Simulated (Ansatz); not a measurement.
## Relative stability

Two relaxed structures of CH4NSn (charge +1), singlet (PBE0-D4/def2-TZVP; forces vanish, vibrations not checked).

A:

```json
{"atom": "C1", "x (Å)": "-0.2990", "y (Å)": "-0.8355", "z (Å)": "0.2487"}
{"atom": "N2", "x (Å)": "-0.6695", "y (Å)": "-1.8710", "z (Å)": "0.5570"}
{"atom": "Sn3", "x (Å)": "0.4365", "y (Å)": "1.2197", "z (Å)": "-0.3631"}
{"atom": "H4", "x (Å)": "-0.9966", "y (Å)": "-2.7849", "z (Å)": "0.8290"}
{"atom": "H5", "x (Å)": "-0.3256", "y (Å)": "1.3154", "z (Å)": "-1.8631"}
{"atom": "H6", "x (Å)": "-0.2191", "y (Å)": "2.1035", "z (Å)": "0.9132"}
{"atom": "H7", "x (Å)": "2.0917", "y (Å)": "0.9044", "z (Å)": "-0.3371"}
```

B:

C1  (-0.655, -1.830, 0.545)
N2  (-0.285, -0.798, 0.237)
Sn3  (0.434, 1.212, -0.361)
H4  (-1.004, -2.806, 0.836)
H5  (-0.339, 1.281, -1.856)
H6  (-0.233, 2.070, 0.926)
H7  (2.083, 0.869, -0.327)
(Å)

Ansatz 0.2.0; basis: def2-TZVPP; cores frozen in the correlated methods. Filled d shells of the heavier atoms are correlated. Core potentials replace the inner electrons of the atoms past krypton. The def2 sets are not built for correlating such inner shells, so the correlated values are less sure here. B3LYP uses VWN-RPA correlation.

(1) Which structure is lower at CCSD(T), and by how much? (An estimate is asked for; the value comes from the calculation.)

No T1 diagnostic of these runs exceeds 0.015.

Answers

(1) Computed: B, by 8.34 kcal/mol (electronic energy, against the other). By their contacts, A is CH₄NSn ([NH][C][SnH3]), total charge +1 and B is CH₄NSn ([CH][N][SnH3]), total charge +1.

All methods give the same order:

```csv
method,E(B) − E(A) (kcal/mol)
PBE-D4,-7.36
r2SCAN-D4,-7.96
PBE0-D4,-7.23
B3LYP-D4,-8.47
wB97M-V,-7.56
HF,-8.99
MP2,-9.70
CCSD,-8.53
CCSD(T),-8.34
```

Labels in which every atom is bracketed show which atoms are joined, not bond orders.

For scale, one of the runs: CCSD(T)/def2-TZVPP, 168 basis functions, launched by `ansatz run in.yaml --threads 2 --pin off --events-out ev --progress --plain --max-ram 4352MiB`. Hardware: 2 CPU threads of an Arm Neoverse V1, shared host. Wall time 56 s; peak host memory 1.6 GiB.
